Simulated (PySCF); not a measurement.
MTe cations for M along the alkali metals

PBE0 with double-zeta basis sets in PySCF, for the lowest determinant that a PBE0 search found; no spin–orbit coupling. De refers to high-spin ground-configuration atoms (the charge goes to the atom of lower measured ionisation energy or higher electron affinity, which is not always the lowest computed limit). A positive dipole points towards Te; it is taken about the centre of mass and depends on that origin.

```
 M               basis  charged atom  state (unpaired electrons)  Re (Å)  ωe (cm⁻¹)  De (eV)   μ (D)
Li  cc-pVDZ/cc-pVDZ-PP           Li+              triplet (π ↑↑)   2.794        302     1.05   -9.37
Na          x2c-SVPall           Na+              triplet (π ↑↑)   3.142        145     0.79   -9.97
 K            def2-SVP            K+              triplet (π ↑↑)   3.674       83.8     0.43  -11.52
Cs            def2-SVP           Cs+              triplet (π ↑↑)   4.060       50.3     0.32   -7.76
```

Q: The row for M = Rb is missing. Estimate Re, ωe and De as the mean of the rows for K and Cs, and compare with the calculation.

A: The means are 3.867 Å, 67.0 cm⁻¹ and 0.38 eV. PBE0 in def2-SVP gives RbTe⁺ as a triplet (π ↑↑) with Re = 3.826 Å, ωe = 62.2 cm⁻¹, De = 0.37 eV, so the estimate is off by +4.1 pm, +8 % and +0.01 eV.

The rows differ in basis set, which adds steps of its own.

Weak bonds: CsTe⁺, KTe⁺, RbTe⁺. Basis-set superposition, not corrected here, can be much of De in a small basis, most of all at correlated wavefunction levels. Spin–orbit coupling is left out, which matters for elements this heavy, above all for dissociation energies. For an ion De counts to the pair picked by the measured ionisation energies or electron affinities, which need not be the lowest pair at this level. States were picked by a PBE0 search and need not be the measured ground states.
